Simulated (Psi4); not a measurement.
vanadium atom (V), quartet; B3LYP5/6-31G* (Psi4 1.11).

Psi4 was given this input:
```
memory 2 GB

molecule {
0 4
  V     0.00000000    0.00000000    0.00000000
}

set basis 6-31g*
set reference uks
set scf_type pk
set puream true
set d_convergence 1e-8
set dft_radial_points 99
set dft_spherical_points 590

energy('b3lyp5')
print_variables()
```

Q: Predict the main parts of the log of this Psi4 run.

A: 
```
   => Loading Basis Set <=

    Name: 6-31G*
    Role: ORBITAL
    Keyword: BASIS

         ---------------------------------------------------------
                                   SCF
               by Justin Turney, Rob Parrish, Andy Simmonett
                          and Daniel G. A. Smith
                              UKS Reference
         ---------------------------------------------------------

  ==> Geometry <==

    Molecular point group: d2h
    Geometry (in Angstrom), charge = 0, multiplicity = 4:

       Center              X                  Y                   Z               Mass
    ------------   -----------------  -----------------  -----------------  -----------------
         V            0.000000000000     0.000000000000     0.000000000000    50.943957040000

  Running in d2h symmetry.

  Rotational constants: A = ************  B = ************  C = ************ [cm^-1]
  Rotational constants: A = ************  B = ************  C = ************ [MHz]
  Nuclear repulsion =    0.000000000000000

  Charge       = 0
  Multiplicity = 4
  Electrons    = 23
  Nalpha       = 13
  Nbeta        = 10

  ==> Algorithm <==

  SCF Algorithm Type is PK.
  DIIS enabled.
  MOM disabled.
  Fractional occupation disabled.
  Guess Type is CORE.
  Energy threshold   = 1.00e-06
  Density threshold  = 1.00e-08
  Integral threshold = 1.00e-12

  ==> Primary Basis <==

  Basis Set: 6-31G*
    Blend: 6-31G*
    Number of shells: 12
    Number of basis functions: 34
    Number of Cartesian functions: 39
    Spherical Harmonics?: true
    Max angular momentum: 3

  ==> DFT Potential <==

   => LibXC <=

    Version 7.1.2
    S. Lehtola, C. Steigemann, M. J. T. Oliveira, and M. A. L. Marques,  SoftwareX 7, 1–5 (2018) (10.1016/j.softx.2017.11.002)

   => Composite Functional: B3LYP5 <=

    B3LYP5 Hyb-GGA Exchange-Correlation Functional

    P. J. Stephens, F. J. Devlin, C. F. Chabalowski, and M. J. Frisch,  J. Phys. Chem. 98, 11623 (1994) (10.1021/j100096a001)

    Deriv               =              1
    GGA                 =           TRUE
    Meta                =          FALSE

    Exchange Hybrid     =           TRUE
    MP2 Hybrid          =          FALSE

   => Exchange Functionals <=

    0.0800   Slater exchange
    0.7200         Becke 88

   => Exact (HF) Exchange <=

    0.2000               HF

   => Correlation Functionals <=

    0.1900   Vosko, Wilk & Nusair (VWN5)
    0.8100   Lee, Yang & Parr

   => LibXC Density Thresholds  <==

[...]
   @S   Expected:                1.500000000E+00
   @S   Observed:                1.500000000E+00

    Orbital Energies [Eh]
    ---------------------

    Alpha Occupied:

[...]
       5Ag    -0.186915

    Alpha Virtual:

[...]
    Beta Occupied:

[...]
       4Ag    -0.170781

    Beta Virtual:

[...]
    Final Occupation by Irrep:
             Ag   B1g   B2g   B3g    Au   B1u   B2u   B3u
    DOCC [     4,    0,    0,    0,    0,    2,    2,    2 ]
    SOCC [     1,    0,    1,    1,    0,    0,    0,    0 ]
    NA   [     5,    0,    1,    1,    0,    2,    2,    2 ]
    NB   [     4,    0,    0,    0,    0,    2,    2,    2 ]

  @UKS Final Energy:  -943.73155300592350

   => Energetics <=

    Nuclear Repulsion Energy =              0.0000000000000000
    One-Electron Energy =               -1294.5292922966341393
    Two-Electron Energy =                 387.1199409535906852
    DFT Exchange-Correlation Energy =     -36.3222016628800333
    Empirical Dispersion Energy =           0.0000000000000000
    VV10 Nonlocal Energy =                  0.0000000000000000
    Total Energy =                       -943.7315530059235016

  UHF NO Occupations:
  HONO-2 :    1B3g 1.0000000
  HONO-1 :    1B2g 1.0000000
  HONO-0 :    5 Ag 1.0000000
  LUNO+0 :    6 Ag 0.0014023
  LUNO+1 :    3B2u 0.0000821
  LUNO+2 :    3B3u 0.0000821
  LUNO+3 :    3B1u 0.0000821

Computation Completed

Properties will be evaluated at   0.000000,   0.000000,   0.000000 [a0]

Properties computed using the SCF density matrix

 Multipole Moments:

 ------------------------------------------------------------------------------------
     Multipole            Electronic (a.u.)      Nuclear  (a.u.)        Total (a.u.)
 ------------------------------------------------------------------------------------

 L = 1.  Multiply by 2.5417464519 to convert [e a0] to [Debye]
 Dipole X            :          0.0000000            0.0000000            0.0000000
 Dipole Y            :          0.0000000            0.0000000            0.0000000
 Dipole Z            :          0.0000000            0.0000000            0.0000000
 Magnitude           :                                                    0.0000000

 ------------------------------------------------------------------------------------

  Variable Map:
  ----------------------------------------------------------------------------
[...]
  Array Variable Map:
  ----------------------------------------------------------------------------
[...]
[...]
```
